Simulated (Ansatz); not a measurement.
Relaxation of C2H7BSi2 (12 atoms, charge 0, multiplicity 1), to a largest force component of 0.02 eV/Å in at most 50 steps.

The calculation used RHF/def2-mTZVP in Ansatz 0.2.0.

```xyz
12
Properties=species:S:1:pos:R:3
B -1.319 -0.645 0.319
C -0.156 -0.981 1.227
C 1.015 -0.452 0.940
Si 1.258 0.693 -0.500
Si -0.926 0.599 -1.149
H -2.456 -1.007 0.485
H -0.259 -1.648 2.073
H 1.952 -0.670 1.557
H 2.078 0.137 -1.480
H 1.572 2.036 -0.047
H -1.611 1.905 -0.960
H -1.072 -0.021 -2.430
```

Problem. Where does it end, and by what steps?

Solution. The forces met the threshold. After 5 steps the energy has fallen by 0.580 eV; H9 moved furthest, 0.20 Å.

```tsv
step	energy less start (eV)	largest force component (eV/Å)	accepted
0	0.0000	3.506	yes
1	-0.5151	0.813	yes
2	-0.5043	0.833	no
3	-0.5772	0.249	yes
4	-0.5793	0.045	yes
5	-0.5796	0.019	yes
```

```xyz
12
Properties=species:S:1:pos:R:3
B -1.409 -0.663 0.362
C -0.157 -0.986 1.231
C 1.045 -0.452 0.958
Si 1.265 0.730 -0.515
Si -0.986 0.626 -1.174
H -2.466 -1.142 0.615
H -0.235 -1.651 2.078
H 1.880 -0.710 1.593
H 2.267 0.182 -1.453
H 1.767 2.037 -0.041
H -1.699 1.920 -1.096
H -1.196 0.055 -2.523
```

Whether the end is a true minimum wasn't checked by a vibrational analysis.

Time of the run: 12 s on 2 threads of Intel(R) Xeon(R) Platinum 8488C (Sapphire Rapids) (shared host), peak memory 0.28 GiB.
